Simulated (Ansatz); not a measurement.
Cartesian coordinates in Å:
```
C -0.9558 1.9378 1.2167
O -0.4672 1.4695 0.0069
Cu 0.1736 -0.0929 -0.5024
P 0.9394 -1.9117 -1.1844
F 1.1402 -2.1202 -2.7061
F 0.1412 -3.1971 -0.8530
F 2.3365 -2.3546 -0.6824
H -1.2860 2.9804 1.1060
H -0.1997 1.9245 2.0174
H -1.8222 1.3643 1.5815
```

Charge 0, multiplicity 1.

**Question.** List the CAM-B3LYP/def2-TZVPP orbital energies in eV (Ansatz 0.2.0). (An estimate is asked.)

**Answer.** Ansatz gave: Occupied: -8792.81, -2104.75, -1059.42, -929.02, -928.91, -928.91, -676.00, -675.99, -675.98, -520.78, -279.02, -185.48, -135.52, -135.51, -135.34, -120.42, -79.63, -79.33, -79.32, -38.60, -37.10, -37.08, -27.71, -21.88, -19.27, -18.76, -18.75, -18.15, -16.78, -16.77, -15.67, -15.66, -15.20, -14.30, -13.03, -12.98, -12.69, -11.21, -11.04, -10.88, -10.87, -10.07, -8.03, -7.81. Lowest empty: -0.51, -0.44, 0.91, 2.24, 3.11, 3.76, 4.10, 4.83.
